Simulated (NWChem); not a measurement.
C5H4FN; SMILES Fc1ccccn1

```xyz
11

F      0.0138    -2.2290     0.0000
C     -0.0049    -0.9034     0.0000
C      1.2144    -0.2238     0.0000
C      1.1589     1.1640     0.0000
C     -0.0866     1.7960     0.0000
C     -1.2259     0.9969     0.0000
N     -1.1833    -0.3360     0.0000
H      2.1542    -0.7778     0.0000
H      2.0817     1.7494     0.0000
H     -0.1719     2.8840     0.0000
H     -2.2236     1.4498     0.0000
```
Atoms are numbered in this order, from 1.

Geometry: optimised at PBE0/def2-SVP. B3LYP is NWChem's, with the RPA form of VWN correlation.

Question: Give the principal values of the shielding tensors (ppm) of F1, C2, C3, C4, C5 from B3LYP/IGLO-II, GIAO (NWChem), with their diamagnetic and paramagnetic parts as GIAO splits them.

Answer: 
```tsv
atom	σ11	σ22	σ33	isotropic	diamagnetic	paramagnetic
F1	143.6	289.7	298.5	243.9	476.6	-232.7
C2	-81.5	40.1	76.0	11.5	252.7	-241.2
C3	-18.5	58.6	163.8	68.0	254.9	-186.9
C4	-76.4	15.8	171.6	37.0	252.5	-215.5
C5	-55.9	53.1	172.3	56.5	253.8	-197.3
```
